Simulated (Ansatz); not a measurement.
Consider the redistribution: `N[SiH](O)[Si](N)(F)F` + `[OH][SnH3]` → `N[SiH](O)[SnH3]` + `N[Si](O)(F)F`.

Calculated with Ansatz (gas phase, PBE0-D4/def2-TZVP geometries, no zero-point term in ΔE). CCSD(T)/CBS is the MP2 limit (def2-TZVPP, def2-QZVPP) plus CCSD(T) − MP2 in def2-TZVPP, frozen cores. Functionals use def2-TZVPP. B3LYP here is the variant with VWN-RPA as its local correlation; programs differ in this. def2 core potentials past Kr. For Sn outer-core shells are correlated without core-valence functions, which leaves a few kJ/mol of doubt a bond. One conformer a species, not always the lowest.

```csv
level,ΔE (kcal/mol),difference from CCSD(T)/CBS
PBE-D4,-28.7,4.1
r2SCAN-D4,-32.6,0.2
B3LYP-D4,-30.8,2.0
ωB97X-V,-30.6,2.2
ωB97M-V,-33.0,-0.2
B2PLYP,-32.3,0.5
PBE,-29.2,3.6
PBE0,-32.3,0.5
B3LYP,-31.5,1.3
MP2/def2-TZVPP,-34.3,-1.5
HF/def2-QZVPP,-35.5,-2.7
MP2/def2-QZVPP,-34.0,-1.2
SCS-MP2/def2-QZVPP,-32.7,0.1
HF/CBS(def2),-35.5,-2.7
MP2/CBS(def2),-33.8,-1.0
CCSD/CBS(def2),-33.6,-0.8
CCSD(T)/CBS,-32.8,0
```

Largest T1 diagnostic among the species: 0.014.

In def2-TZVPP, CCSD(T) changes the Hartree–Fock value by +2.3 kcal/mol (the triples alone add +0.8 kcal/mol) and MP2 by +1.3 kcal/mol. From PBE to PBE0 (25 % exact exchange), in def2-TZVPP and without D4, ΔE moves by −3.1 kcal/mol.
